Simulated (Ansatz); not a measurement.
CH7BFGaSi, SMILES `F[CH]([GaH2])B[SiH3]`. Charge 0, multiplicity 1.

Z-matrix (Å, degrees):
```
Ga
C 1 2.356
Si 1 2.754 2 70.7
B 1 2.278 2 36.7 3 39.9
H 1 1.556 2 96.3 3 -113.8
H 1 1.559 2 131.6 3 89.2
F 2 1.357 1 99.1 3 82.8
H 2 1.090 1 111.3 3 -162.4
H 3 1.554 1 47.9 2 -144.7
H 3 1.482 1 119.8 2 135.9
H 3 1.483 1 124.0 2 -70.7
H 4 1.195 1 104.2 2 116.0
```

Problem. What are the harmonic wavenumbers in cm⁻¹ at PBE0-D4/def2-TZVP (Ansatz, finite differences of forces, unscaled)? (Estimate.)

Solution. The calculation gave: 101, 135, 161, 210, 290, 301, 429, 447, 453, 536, 565, 647, 705, 713, 764, 854, 891, 915, 929, 1028, 1103, 1279, 1429, 1889, 1997, 2021, 2241, 2256, 2632, 3141.

Problem. Is this a minimum?

Solution. Yes, all 30 modes are real.

Problem. Give the ideal-gas thermochemistry at 298.15 K and 1 bar (rigid rotor, harmonic oscillator; point group C1, symmetry number 1).

Solution. Zero-point energy 185.8 kJ/mol; H(298) − E = 209.8 kJ/mol; entropy 368.8 J/(mol·K), of which translation 171.1, rotation 117.0, vibration 80.7; G(298) − E = 99.8 kJ/mol.
